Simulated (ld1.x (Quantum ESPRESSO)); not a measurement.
## Pseudopotential generation for terbium: PAW, LDA (PZ), scalar-relativistic.

ld1.x (Quantum ESPRESSO) 7.5 input, shortened:

```
&input
   title='Tb', zed=65., rel=1, dft='PZ', iswitch=3,
   config='[Xe] 4f9 5d0 6s0 6p0'
 /
 &inputp
   pseudotype=3, lpaw=.true., tm=.true., lloc=-1, rcloc=2.55,
   nlcc=.true., new_core_ps=.true.,
   which_augfun='PSQ', rmatch_augfun=0.70
 /
8
5S  1  0   2.00   0.00  1.70  1.95  0.0
6S  2  0   0.00   0.00  1.70  1.95  0.0
5P  2  1   6.00   0.00  2.45  3.30  0.0
6P  3  1   0.00   0.00  2.45  3.30  0.0
5D  3  2   0.00   0.00  2.25  3.05  0.0
5D  3  2   0.00  -0.10  2.25  3.05  0.0
4F  4  3   9.00   0.00  0.95  1.15  0.0
4F  4  3   0.00  -0.30  0.95  1.15  0.0
 &test
   configts(1)='4f9 5s2 5p6 5d0 6s0 6p0'
 /
```

All-electron outer shells of the reference configuration (LDA (PZ), scalar-relativistic, ld1.x):

```json
{"shell": "4p", "level (eV)": "-293.63", "outermost node (bohr)": "0.28", "outermost maximum (bohr)": "0.53"}
{"shell": "4d", "level (eV)": "-160.65", "outermost node (bohr)": "0.26", "outermost maximum (bohr)": "0.55"}
{"shell": "5s", "level (eV)": "-61.67", "outermost node (bohr)": "0.64", "outermost maximum (bohr)": "1.18"}
{"shell": "5p", "level (eV)": "-38.91", "outermost node (bohr)": "0.69", "outermost maximum (bohr)": "1.35"}
{"shell": "4f", "level (eV)": "-17.13", "outermost node (bohr)": "–", "outermost maximum (bohr)": "0.56"}
{"shell": "6s", "level (eV)": "-14.34", "outermost node (bohr)": "1.58", "outermost maximum (bohr)": "3.04"}
{"shell": "5d", "level (eV)": "-13.76", "outermost node (bohr)": "0.78", "outermost maximum (bohr)": "1.97"}
{"shell": "6p", "level (eV)": "-9.91", "outermost node (bohr)": "1.88", "outermost maximum (bohr)": "3.76"}
```

**Question.** Is the overlap operator S = 1 + Σ q|β⟩⟨β| positive definite (Bessel basis up to 400 Ry)?

**Answer.** No: its lowest eigenvalue is -4.539, in the s channel, so the generalised eigenproblem breaks down once the basis is large enough.

Its largest configuration-test error is -199 meV (4f8 5s2 5p6 5d0 6s0 6p0). Test run stopped at test 5 of 9 (negative rho).

The ghost test of this file was not conclusive. Its overlap operator is not positive definite in a basis up to 400 Ry (lowest eigenvalue s -4.54), so the file is unfit for use: the generalised eigenproblem breaks down once the basis is large enough, and its test numbers describe a broken file.
